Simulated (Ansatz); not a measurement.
Start from `C=C[Si](O)(Cl)OC` and change one atom or group to get `CO[Si](O)([SiH3])Cl`.

Ansatz, PBE0-D4/def2-TZVP geometries, multiplicity 1. Each molecule was computed in one conformer, which needn't be the lowest.

```json
{"property": "LUMO energy (B3LYP/def2-TZVPP) / eV", "`C=C[Si](O)(Cl)OC`": "-0.91"}
{"property": "LUMO energy (PBE/def2-TZVPP) / eV", "`C=C[Si](O)(Cl)OC`": "-1.71"}
{"property": "HOMO–LUMO gap (PBE0/def2-TZVPP) / eV", "`C=C[Si](O)(Cl)OC`": "7.54"}
{"property": "HOMO energy (PBE/def2-TZVPP) / eV", "`C=C[Si](O)(Cl)OC`": "-6.85"}
{"property": "HOMO energy (ωB97M-V/def2-TZVPP) / eV", "`C=C[Si](O)(Cl)OC`": "-10.52"}
{"property": "HOMO–LUMO gap (PBE/def2-TZVPP) / eV", "`C=C[Si](O)(Cl)OC`": "5.15"}
```

Q: Give the same properties after the change, and the shifts. (Estimate.)

A: Computed: 
```csv
property,`CO[Si](O)([SiH3])Cl`,shift
LUMO energy (B3LYP/def2-TZVPP) / eV,-0.13,0.78
LUMO energy (PBE/def2-TZVPP) / eV,-0.82,0.89
HOMO–LUMO gap (PBE0/def2-TZVPP) / eV,8.13,0.59
HOMO energy (PBE/def2-TZVPP) / eV,-6.77,0.08
HOMO energy (ωB97M-V/def2-TZVPP) / eV,-10.18,0.34
HOMO–LUMO gap (PBE/def2-TZVPP) / eV,5.95,0.80
```

With PBE0 the HOMO rises by 0.16 eV and the LUMO rises by 0.76 eV, so the gap widens by about 0.60 eV. PBE moves the HOMO by 0.08 eV and ωB97M-V by 0.34 eV.

B3LYP here is the variant with VWN-RPA as its local correlation; programs differ in this.
